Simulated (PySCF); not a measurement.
PySCF input file for AlF2H3O2Si, SMILES [OH][Al]([OH])[SiH](F)F, IEF-PCM-B3LYP/def2-SVP. The structure is a stationary point at ωB97X-D3(BJ)/def2-SVP. The structure was generated by enumeration; whether it is a known compound was not checked. The values are those of a single conformer.

```python
import numpy as np
from pyscf import gto, scf, dft
from pyscf.solvent import pcm

mol = gto.M(
    atom='''
    Si   -1.23671979   -0.29653128    0.02627346
    F    -1.82912456    0.59062129    1.25691979
    F    -1.83317447    0.34771199   -1.34575657
    Al    1.17214296   -0.11822737    0.01136252
    O     2.04531691   -1.57472337    0.04631561
    O     1.84712153    1.43553295   -0.03053987
    H    -1.83291042   -1.65317006    0.15291762
    H     2.98566034   -1.75846240    0.04585411
    H     2.74465265    1.76855008   -0.04098792
    ''',
    basis='def2-SVP',
    charge=0,
    spin=0,
    max_memory=1600,
    verbose=3,
)
mf = dft.RKS(mol, xc='b3lyp').density_fit(auxbasis='def2-universal-jkfit')
mf.grids.level = 3
mf.conv_tol = 1e-9
mf.max_cycle = 100
mf.kernel()
res = {}
for name, eps in {'water': 78.355, 'chlorobenzene': 5.6968, 'dichloromethane': 8.93}.items():
    s = mf.PCM()
    s.with_solvent.method, s.with_solvent.eps, s.with_solvent.lebedev_order = 'IEF-PCM', eps, 29
    s.kernel(mf.make_rdm1())
    res[name] = (s.e_tot, eps, s.dip_moment(), s.mo_energy, s.converged)
    print(f'{name}: electrostatic solvation free energy {(s.e_tot - mf.e_tot) * 627.509474:.3f} kcal/mol')
```

Log of the run:

```
converged SCF energy = -883.680130200334

WARN: PCM is an experimental feature. It is still in testing.
Features and APIs may be changed in the future.

converged SCF energy = -883.696383270699
Dipole moment(X, Y, Z, Debye):  4.97007, -1.09209,  0.10461
water: electrostatic solvation free energy -10.199 kcal/mol

WARN: PCM is an experimental feature. It is still in testing.
Features and APIs may be changed in the future.

converged SCF energy = -883.69238720784
Dipole moment(X, Y, Z, Debye):  4.78598, -1.04159,  0.10046
chlorobenzene: electrostatic solvation free energy -7.691 kcal/mol

WARN: PCM is an experimental feature. It is still in testing.
Features and APIs may be changed in the future.

converged SCF energy = -883.693848567064
Dipole moment(X, Y, Z, Debye):  4.85350, -1.05978,  0.10200
dichloromethane: electrostatic solvation free energy -8.608 kcal/mol
```

The calculation finished and met its thresholds.

Cost: very roughly 2.5 core-minutes.
